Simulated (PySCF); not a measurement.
Does the answer move with the share of exact exchange?

Compound: BH₇N₂Si.
SMILES: `NBN[SiH3]`

Torsions of this conformer, `[NH2:1][BH:2][NH:3][SiH3:4]`: N1–B2–N3–Si4 -177°, H–N1–B2–N3 -179°, H–N1–B2–N3 0°.

PySCF, pcSseg-2 basis, density fitting, gas phase, PBE0-D3(BJ)/def2-SVP geometry. One functional is left out:

```json
{"functional": "B97-D", "exact exchange (%)": "0", "HOMO energy (eV)": "-5.85", "LUMO energy (eV)": "-0.33", "dipole moment (D)": "2.097"}
{"functional": "BLYP", "exact exchange (%)": "0", "HOMO energy (eV)": "-5.74", "LUMO energy (eV)": "-0.44", "dipole moment (D)": "2.094"}
{"functional": "BP86", "exact exchange (%)": "0", "HOMO energy (eV)": "-5.97", "LUMO energy (eV)": "-0.41", "dipole moment (D)": "2.113"}
{"functional": "LDA", "exact exchange (%)": "0", "HOMO energy (eV)": "-6.01", "LUMO energy (eV)": "-0.64", "dipole moment (D)": "2.114"}
{"functional": "OPBE", "exact exchange (%)": "0", "HOMO energy (eV)": "-5.84", "LUMO energy (eV)": "-0.33", "dipole moment (D)": "2.140"}
{"functional": "PBE", "exact exchange (%)": "0", "HOMO energy (eV)": "-5.87", "LUMO energy (eV)": "-0.48", "dipole moment (D)": "2.121"}
{"functional": "B3LYP", "exact exchange (%)": "20", "HOMO energy (eV)": "-6.95", "LUMO energy (eV)": "0.02", "dipole moment (D)": "2.039"}
{"functional": "B97-2", "exact exchange (%)": "21", "HOMO energy (eV)": "-6.93", "LUMO energy (eV)": "0.33", "dipole moment (D)": "2.048"}
{"functional": "mPW1PW91", "exact exchange (%)": "25", "HOMO energy (eV)": "-7.22", "LUMO energy (eV)": "0.29", "dipole moment (D)": "2.052"}
{"functional": "BHandHLYP", "exact exchange (%)": "50", "HOMO energy (eV)": "-8.43", "LUMO energy (eV)": "0.90", "dipole moment (D)": "1.968"}
```

Task: Predict the row of PBE0 (25 % exact exchange) by straight lines through the other rows, and check it.

Result: 
| property | line | computed | computed − line | mPW1PW91 (25 %), for comparison |
| --- | --- | --- | --- | --- |
| HOMO energy (eV) | -7.17 | -7.19 | -0.02 | -7.22 |
| LUMO energy (eV) | 0.26 | 0.29 | +0.03 | 0.29 |
| dipole moment (D) | 2.040 | 2.054 | +0.014 | 2.052 |

Task: Which of these properties follows the share of exact exchange most closely, and which least?

Result: Most closely the HOMO energy, least the dipole moment; the correlations over the tabulated rows are HOMO energy -0.996, LUMO energy 0.973, dipole moment -0.962. The HOMO energy moves by -0.514 eV for every 10 %. Functionals with the same share still differ in their other parts: at 0 % BLYP and LDA differ by 0.27 eV in it.
